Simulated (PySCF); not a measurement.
# Highest orbital energy against ionisation energy along the third row

Calculated with PySCF 2.14, no spin-orbit coupling. Each cell gives −ε(HOMO) / ΔSCF in eV; NIST values include spin-orbit coupling, (s) semi-empirical, (t) theoretical.

```json
{"species": "Al²⁺ (aug-cc-pwCVTZ, non-relativistic)", "UHF": "28.061 / 28.040", "LDA": "24.541 / 28.818", "PBE": "24.431 / 28.818", "PBE0": "25.449 / 28.681", "r2SCAN": "24.633 / 28.380", "NIST (lowest levels)": "28.448"}
{"species": "Si²⁺ (aug-cc-pwCVTZ, non-relativistic)", "UHF": "32.163 / 31.956", "LDA": "28.601 / 33.523", "PBE": "28.473 / 33.379", "PBE0": "29.629 / 33.242", "r2SCAN": "28.650 / 32.867", "NIST (lowest levels)": "33.493"}
{"species": "P²⁺ (aug-cc-pwCVTZ, non-relativistic)", "UHF": "29.983 / 29.584", "LDA": "24.807 / 30.204", "PBE": "24.958 / 30.238", "PBE0": "26.373 / 30.261", "r2SCAN": "25.412 / 30.374", "NIST (lowest levels)": "30.203"}
{"species": "S²⁺ (aug-cc-pwCVTZ, non-relativistic)", "UHF": "34.727 / 34.156", "LDA": "28.862 / 34.878", "PBE": "28.958 / 34.833", "PBE0": "30.584 / 34.875", "r2SCAN": "29.487 / 35.030", "NIST (lowest levels)": "34.86 ± 0.04 (s)"}
{"species": "Cl²⁺ (aug-cc-pwCVTZ, non-relativistic)", "UHF": "39.697 / 38.961", "LDA": "33.039 / 39.668", "PBE": "33.104 / 39.582", "PBE0": "34.961 / 39.664", "r2SCAN": "33.767 / 39.830", "NIST (lowest levels)": "39.8 ± 0.11 (s)"}
{"species": "Ar²⁺ (aug-cc-pwCVTZ, non-relativistic)", "UHF": "40.441 / 39.397", "LDA": "34.111 / 40.857", "PBE": "34.175 / 40.739", "PBE0": "36.027 / 40.737", "r2SCAN": "34.606 / 40.701", "NIST (lowest levels)": "40.735 ± 0.012 (s)"}
```

Task: How far is −ε(HOMO) from ΔSCF on average for each method, and why?

Result: UHF 0.50 eV; LDA -5.66 eV; PBE -5.58 eV; PBE0 -4.07 eV; r2SCAN -5.10 eV. Hartree-Fock orbital energies lack relaxation and so exceed the ΔSCF value; semilocal functionals have convex E(N) from self-interaction, so their HOMO lies far too high; exact exchange moves hybrids part of the way back.
